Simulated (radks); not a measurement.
Co3+, configuration [Ar] 3d5.5 4s0.5 (fractional occupations, a model configuration). Method: non-relativistic Kohn-Sham, TPSS, spin-polarised, spherical densities, point nucleus; open shells are filled with parallel spins first; meta-GGA in the generalised Kohn-Sham scheme; computed with a radial shooting solver on a logarithmic mesh with Libxc functionals.

Radial electron density D(r) = 4 pi r^2 rho(r):

r (bohr)  D(r) (e/bohr)  spin D(r)
0.003585          1.780   0.000603
0.00463           2.808   0.000949
0.006029          4.414    0.00149
0.007851          6.785    0.00227
0.01022           10.12    0.00335
0.01321           14.39    0.00468
0.0172            19.70    0.00618
0.02239           25.33    0.00742
0.02892           29.96    0.00769
0.03766           32.38    0.00619
0.04904           31.43    0.00277
0.06335           28.15   0.000148
0.08249           25.54    0.00715
0.1074            27.34     0.0455
0.1399            33.13      0.159
0.1807            36.55      0.419
0.2352            31.66      0.962
0.3063            20.90       1.93
0.3957            14.50       3.28
0.5152            16.09       4.60
0.6709            18.21       4.99
0.8667            14.47       4.13
1.128             7.705       2.66
1.469             2.949       1.45
1.913            0.9902      0.706
2.472            0.3457      0.306
3.218           0.09322     0.0895
4.191           0.01374     0.0135
5.413         0.0008633   0.000859

D(r) has 3 maxima, at r = 0.0398, 0.181, 0.655 bohr, and minima at 0.0865, 0.422 bohr, inside which lie 2.12, 10.73 electrons.
